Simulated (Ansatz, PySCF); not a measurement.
Process, species as SMILES: C (CH4) → [CH3] (CH3) + H atom (the C-H bond at the site shown breaks; other sites are not compared here)
Each molecule is optimised on its own at B3LYP-D3(BJ)/def2-TZVP (Ansatz, a program for electronic structure).

Wanted: bond dissociation energy (enthalpy at 298 K, with B3LYP-D3(BJ) rigid-rotor harmonic-oscillator terms from PySCF), in kcal/mol. Cores are frozen in the correlated levels unless marked. UHF or UKS for open shells. No spin-orbit coupling. Non-relativistic. CBS(X,Y): correlation extrapolated as X^-3; Hartree-Fock from the larger set. [CCSD(T)-MP2]/basis is that difference in the basis named.

From measured enthalpies of formation at 298 K: 104.9 kcal/mol (C (CH4) -17.8, ATcT 1.112; [CH3] (CH3) 35.0, ATcT 1.112; H atom 52.1, ATcT 1.112). It holds spin-orbit effects, which the calculations lack, and core correlation, which the frozen-core levels lack.

| level | program | bond dissociation energy (kcal/mol) | error against measurement |
|---|---|---|---|
| HF/6-31G | Ansatz | 77.4 | -27.5 |
| HF/cc-pVTZ | Ansatz | 77.6 | -27.3 |
| PBE/def2-TZVPD | Ansatz | 102.2 | -2.7 |
| BLYP/def2-TZVPD | Ansatz | 102.0 | -2.9 |
| TPSS/def2-TZVPD | PySCF | 103.1 | -1.8 |
| r2SCAN-D3(BJ)/def2-TZVPD | Ansatz + dftd3 | 99.9 | -5.0 |
| B3LYP-D3(BJ)/def2-TZVPD | Ansatz + dftd3 | 103.4 | -1.5 |
| PBE0/6-31G* | Ansatz | 103.5 | -1.4 |
| PBE0/def2-SVP | Ansatz | 102.1 | -2.8 |
| CAM-B3LYP/def2-TZVPD | Ansatz | 103.5 | -1.4 |
| B2PLYP-D4/def2-TZVPD | Ansatz + dftd4 | 102.6 | -2.3 |
| B2PLYP/def2-TZVPD | Ansatz | 102.5 | -2.4 |
| MP2/def2-SVPD | Ansatz | 100.4 | -4.5 |
| MP2/def2-QZVPP | Ansatz | 103.7 | -1.2 |
| RI-MP2/aug-cc-pVTZ | Ansatz | 102.9 | -2.0 |
| RI-MP2/def2-TZVPP | Ansatz | 102.7 | -2.2 |
| RI-MP2/CBS(def2-TZVPP,def2-QZVPP) | Ansatz | 104.4 | -0.5 |
| CCSD(T)/6-31G | Ansatz | 92.9 | -12.0 |
| CCSD(T)/cc-pVTZ | Ansatz | 103.5 | -1.4 |
| RI-MP2/CBS(aug-cc-pVTZ,aug-cc-pVQZ)+[CCSD(T)-MP2]/aug-cc-pVDZ | Ansatz | 105.4 | 0.5 |
| CCSD(T)/CBS(def2-TZVPPD,def2-QZVPPD) | Ansatz | 104.7 | -0.2 |
